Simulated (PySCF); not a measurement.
Telling isomers of C$_{5}$H$_{13}$NP$_{2}$ apart by NMR

All values are calculated (PySCF 2.14.0 with density-fitted response routines): geometry from GFN2-xTB, shielding tensors at PBE0/pcSseg-1 (GIAO). Non-relativistic, one conformer, isolated molecule, averaged over atoms made equivalent by symmetry, fast rotation or ring inversion.

δ = σ(ref) − σ, references computed at the same level: 1H, 13C against TMS. Splittings of carbon signals by F and P are missing where no couplings were computed. Where no couplings were computed, multiplicities follow the n + 1 count of equivalent neighbours, and m marks all less simple cases (inequivalent or close neighbours, rings, F or P nearby). Shifts are as computed. Against solution values, carbons near 30 ppm lie about +3 ppm off and those near 130 ppm about +5 ppm. Of 1211 compounds with measured shifts, 218 miss one by over three times the rms of a fit or turn the order of signals round; such compounds aren't used in these exercises. OH and NH positions are gas-phase values without hydrogen bonding to other molecules.

(1) Tabulate the signals of `CP1CCP(N)CC1`, `CNP1CCPCC1` and their relative energies.

(2) What is the quickest way to tell CP1CCP(N)CC1 from CNP1CCPCC1?

Answers

(1) 
| SMILES | carbon types | δC | δH | E rel. (kcal/mol) |
| --- | --- | --- | --- | --- |
| CP1CCP(N)CC1 | 4×CH2 1×CH3 | 32.4, 27.1, 19.0 | 2.00 (m, 4H), 1.76 (m, 4H), 0.74 (m, 3H), -0.07 (br s, 2H) | 0.0 |
| CNP1CCPCC1 | 4×CH2 1×CH3 | 34.0, 28.9, 17.3 | 3.00 (m, 1H), 2.45 (m, 3H), 2.22 (m, 4H), 1.93 (m, 4H), -0.74 (br s, 1H) | 13.3 |

Energies are electronic energies at PBE0/pcSseg-1 on these geometries, without zero-point or thermal terms, each for the one conformer computed, which needn't be the lowest.

(2) Both give the same number of carbon signals, with the same numbers of each carbon type, so the positions decide. The first has a methyl carbon bonded to P (CH3) at 19.0 ppm, the second a methyl carbon bonded to N (CH3) at 34.0 ppm. Their most deshielded carbons lie at 32.4 and 34.0 ppm. In the proton spectra the most deshielded non-exchanging signals are 2.00 (m, 4H) and 3.00 (m, 1H).
